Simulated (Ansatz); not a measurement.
Program: Ansatz. Geometries: PBE0-D4/def2-TZVP. ΔE: electronic, gas phase. CCSD(T)/CBS adds triple-zeta CCSD(T) − MP2 to the extrapolated MP2 energy (def2 sets, frozen cores). This one scheme is used for every species. Functionals use def2-TZVPP. For Ge outer-core shells are correlated without core-valence functions, which leaves a few kJ/mol of doubt a bond. Scalar relativity is left out up to krypton. One conformer a species, not always the lowest.

Consider the ligand exchange at a Ge–C bond: `O[SiH2][CH2][GeH2][OH]` + `C[SiH](O)O` → `C[SiH](O)[O][GeH2][OH]` + `C[SiH2]O`.

```
             level  ΔE (kJ/mol)  difference from CCSD(T)/CBS
           PBE0-D4        -41.7                          1.8
           ωB97M-V        -47.0                         -3.5
               PBE        -40.1                          3.4
            r2SCAN        -48.4                         -4.9
    MP2/def2-TZVPP        -45.4                         -1.9
   CCSD/def2-TZVPP        -48.4                         -4.9
CCSD(T)/def2-TZVPP        -47.1                         -3.6
     HF/def2-QZVPP        -66.9                        -23.4
    MP2/def2-QZVPP        -44.0                         -0.5
     MP2/CBS(def2)        -41.8                          1.7
       CCSD(T)/CBS        -43.5                            0
```

Largest T1 diagnostic among the species: 0.012.

In def2-TZVPP, CCSD(T) changes the Hartree–Fock value by +18.1 kJ/mol (the triples alone add +1.3 kJ/mol) and MP2 by +19.7 kJ/mol.
